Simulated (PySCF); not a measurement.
C2H8N2Si2, SMILES N1[C@@H]([SiH3])[Si@H](N)C=1. Geometry: PBE0-D3(BJ)/def2-SVP. The structure was generated by enumeration; whether it is a known compound was not checked. Other conformers were not sampled.

Computed equilibrium geometry at PBE0-D3(BJ)/def2-SVP (PySCF confirms it by a frequency run) as bond lengths and angles (one conformer of several):
Atoms: N1 Si2 C3 N4 C5 Si6 H7 H8 H9 H10 H11 H12 H13 H14. Bond lengths (Å): N1–Si2 1.712, N1–H7 1.011, N1–H8 1.012, Si2–C3 1.892, Si2–C5 1.915, Si2–H9 1.495, C3–N4 1.287, C3–H10 1.100, N4–C5 1.488, C5–Si6 1.887, C5–H11 1.104, Si6–H12 1.497, Si6–H13 1.494, Si6–H14 1.495. Bond angles (°): Si2–N1–H7 122.7, Si2–N1–H8 124.0, H7–N1–H8 112.9, N1–Si2–C3 124.8, N1–Si2–C5 122.8, N1–Si2–H9 105.2, C3–Si2–C5 70.9, C3–Si2–H9 114.9, C5–Si2–H9 115.8, Si2–C3–N4 95.6, Si2–C3–H10 143.6, N4–C3–H10 120.6, C3–N4–C5 105.2, Si2–C5–N4 88.2, Si2–C5–Si6 120.8, Si2–C5–H11 115.3, N4–C5–Si6 112.6, N4–C5–H11 110.3, Si6–C5–H11 108.0, C5–Si6–H12 108.7, C5–Si6–H13 112.0, C5–Si6–H14 109.8, H12–Si6–H13 108.8, H12–Si6–H14 108.6, H13–Si6–H14 108.9.
